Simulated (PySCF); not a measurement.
Computed properties of In(H)(F)(OH) (FH2InO), SMILES [OH][InH][F]

In(H)(F)(OH) (FH2InO), SMILES [OH][InH][F]. Coordinates come from a B3LYP-D3(BJ)/def2-TZVP optimisation. The def2 effective core potentials stand for the cores of In; spin–orbit coupling is left out. One conformer was computed; it need not be the lowest. All values are computed for the isolated molecule unless a solvent is named; none is compared with measurement here.

**Structure.** The optimised structure has Cs symmetry. All 9 harmonic modes at B3LYP-D3(BJ)/def2-TZVP (PySCF) are real, so it is a minimum. With heavy atoms numbered as in [InH:1]([F:3])[OH:4], the shortest bond between them is In1–F3 at 1.970 Å and the longest In1–O4 at 1.979 Å.

**Vibrations.** The strongest infrared lines (harmonic, unscaled, degenerate partners summed) lie at 351 cm⁻¹ (159 km/mol, H 83 %, O 12 %), 404 cm⁻¹ (93 km/mol, H 92 %), 840 cm⁻¹ (77 km/mol, H 92 %). The softest mode is at 138 cm⁻¹ and the zero-point energy is 13.0 kcal/mol.

**Electronic structure.** PBE0/def2-TZVPD (PySCF) places the frontier levels at -8.90 and -1.58 eV, a gap of 7.32 eV, and gives a dipole moment of 2.08 D and a mean polarisability of 39.3 bohr³.

**Excitations.** TDDFT-ωB97X/def2-SVPD (PySCF) has S1 at 6.25 eV (198 nm, f = 0.029, weak); the most intense of the 10 singlets computed lies at 7.46 eV (f = 0.21). T1 (TDA) is at 5.87 eV. No vertical singlet excitation falls in the visible range (under 3.1 eV).
